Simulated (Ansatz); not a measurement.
Ansatz (a first-principles code) input (RPA@PBE/def2-QZVPP):
A basis named .json is the Basis Set Exchange file of that set.

Ansatz 0.2 input:
```yaml
crystal:
  periodic: [false, false, false]
  atoms:
    - {symbol: C, position_ang: [-2.38096453, -0.23659688, 0.21770614]}
    - {symbol: B, position_ang: [-0.97549084, -0.09693470, 0.08919509]}
    - {symbol: I, position_ang: [0.47348178, -1.68071178, 0.71672047]}
    - {symbol: I, position_ang: [-0.00024130, 1.72773778, -0.75999174]}
    - {symbol: H, position_ang: [-3.07509376, 0.53942136, -0.09052425]}
    - {symbol: H, position_ang: [-2.84341069, -1.12754423, 0.63168929]}
basis:
  gaussian:
    orbitals: def2-QZVPP.json
hamiltonian:
  xc: pbe
total_charge: -1
magnetization: {spin_polarized: false}
correlation: {method: rpa, electrons: outside_noble_gas}
```

Output:

```
Functional definition: PBE
integrals: 1.26 GiB planned
2062 factors; integrals over basis functions are off by at most 7.9e-4 eV
0.51 GiB of the device are held for the grids
3.02 GiB of device memory are held for the factors and their scratch space
mean field: 3.16 GiB planned
mean field evaluation 1: about -17936.8615 eV, gradient 6.7e1 eV
mean field evaluation 2: about -17936.8618 eV, gradient 6.7e1 eV
mean field evaluation 4: about -17947.5177 eV, gradient 2.0e1 eV
mean field evaluation 8: about -17948.4616 eV, gradient 4.4e-1 eV
mean field evaluation 16: about -17948.4621 eV, gradient 2.1e-4 eV
mean field -17948.46212981 eV, -659.5938173660 hartree, gradient 2.2e-6 eV, S^2 0.000000; 0 other end points of the search recorded, 0 dependent functions left out
20 core orbitals not correlated
reference -17880.82654340 eV, -657.1082554103 hartree; 12, 12 occupied and 306, 306 virtual orbitals, 2062 factors
Total energy: -17909.36922320 eV, -658.1571795462 hartree
```

It need not be the lowest isomer of its formula. Whether it binds its extra electron was not tested at this geometry.
